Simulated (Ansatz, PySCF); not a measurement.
Species: BH2, charge -1, multiplicity 1. 
Geometry from a B3LYP-D3(BJ)/def2-TZVP (Ansatz, an electronic-structure program) optimisation:
```xyz
3

B      0.1740    -0.0508    -0.1354
H     -0.0374    -0.3970     1.0461
H     -0.8327     0.6508    -0.3693
```
Charge -1, spin multiplicity 1.

Total electronic energies in hartree. Valence correlation only, unless marked. No spin-orbit coupling. Non-relativistic. CBS marks a two-point X^-3 extrapolation of the correlation energy; Hartree-Fock from the larger set.

The Hartree-Fock reference is unstable (checked in the largest basis), which strains HF and MP2. 

```
level                                        program  energy (Eh)
------------------------------------  --------------  -----------
HF/cc-pV5Z                                    Ansatz    -25.71948
B3LYP-D4/def2-TZVPD                   Ansatz + dftd4          ___
PBE0/def2-QZVPP                               Ansatz          ___
TPSSh-D4/def2-TZVPD                    PySCF + dftd4    -25.94825
MP2/def2-QZVPP                                Ansatz    -25.84535
RI-MP2/cc-pVTZ                                Ansatz    -25.82886
SCS-MP2/STO-3G                                Ansatz    -25.18877
CCSD/def2-TZVPP                               Ansatz    -25.85782
CCSD(T)/CBS(aug-cc-pVTZ,aug-cc-pVQZ)          Ansatz     -25.8800
```

Task: Some entries are withheld; supply them.

Result: 
- B3LYP-D4/def2-TZVPD, energy (Eh): -25.95246
- PBE0/def2-QZVPP, energy (Eh): -25.89558
